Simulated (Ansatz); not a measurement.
Two isomers of C2H5BO: A = `BCC=O`, B = `BOC=C`.

Calculated with Ansatz (gas phase, PBE0-D4/def2-TZVP geometries, no zero-point term in ΔE). CBS: MP2 limit from def2 TZ/QZ plus the TZ coupled-cluster correction, frozen cores. Functionals use def2-TZVPP. B3LYP here is the variant with VWN-RPA as its local correlation; programs differ in this. Each species was taken in one conformer, which may not be the lowest.

(1) Which is lower in electronic energy at CCSD(T)/CBS, and by how much? (Estimate.)

(2) Give E(B) − E(A) in kcal/mol with ωB97M-V, r2SCAN-D4, BLYP-D4, LDA (SPW92), B3LYP, CCSD(T)/def2-SVP, PBE0-D4. (Best estimate.)

(3) Does the order hold for the free energy at 298.15 K (harmonic terms from PBE0-D4)? (An estimate is asked.)

Largest T1 diagnostic: 0.014.

Answers

(1) Computed: B, by 22.5 kcal/mol.

(2) The calculation gave: ωB97M-V -21.6, r2SCAN-D4 -20.9, BLYP-D4 -22.1, LDA (SPW92) -23.8, B3LYP -22.5, CCSD(T)/def2-SVP -22.3, PBE0-D4 -20.5. None reverses the order clearly.

(3) Ansatz gave: Yes: G(B) − G(A) = -20.6 kcal/mol, for one conformer each.

Leaving LDA and LC-ωPBE aside and taking each functional with its dispersion term where it has one, the values, not all of them listed here, spread over 4.1 kcal/mol, from CAM-B3LYP-D4 to revPBE-D4. LDA lies −3.5 kcal/mol from PBE without D4.
